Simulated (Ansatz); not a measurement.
InF, closed-shell singlet (the spin of the measured ground state), most abundant isotopes (18.9984 and 114.9039 u). Constants from fifth-degree fits in 1/R to seven points on the lowest solution found; no spin–orbit coupling, no relativity up to Kr; ω_e x_e and α_e move by some per cent with the fit.

Correlated levels freeze the inner cores; with def2 sets outer-core shells near the valence are correlated too.

Programs: Ansatz (a first-principles code).  In def2 rows elements past Kr take small-core potentials, without spin–orbit coupling.

Total energies (hartree; each atom in its lowest state at that level) and vibrational constants (cm⁻¹):

| level | E(InF) at r_e | E(F) | E(In) | ω_e | ω_e x_e |
|---|---|---|---|---|---|
| PBE/def2-TZVPP | -289.999144 | -99.669123 | -190.117349 | 503 | 2.5 |
| B3LYP/def2-TZVPP | -290.159385 | -99.770147 | -190.186636 | 515 | 2.5 |
| wB97M-V/def2-TZVPP | -290.010083 | -99.745271 | -190.060855 | 536 | 2.5 |
| CCSD(T)/def2-QZVPP | -289.484857 | -99.651180 | -189.627665 | 541 | 2.7 |

Problem. Work out D_e and D₀ in eV.

Solution. 
D_e = E(F) + E(In) − E(molecule), times 27.2114 eV; D₀ = D_e − (ω_e/2 − ω_e x_e/4)/8065.54.
- PBE/def2-TZVPP: D_e = 5.787, zero point 0.031, D₀ = 5.756 eV
- B3LYP/def2-TZVPP: D_e = 5.513, zero point 0.032, D₀ = 5.481 eV
- wB97M-V/def2-TZVPP: D_e = 5.550, zero point 0.033, D₀ = 5.517 eV
- CCSD(T)/def2-QZVPP: D_e = 5.606, zero point 0.033, D₀ = 5.572 eV
No counterpoise correction is made.
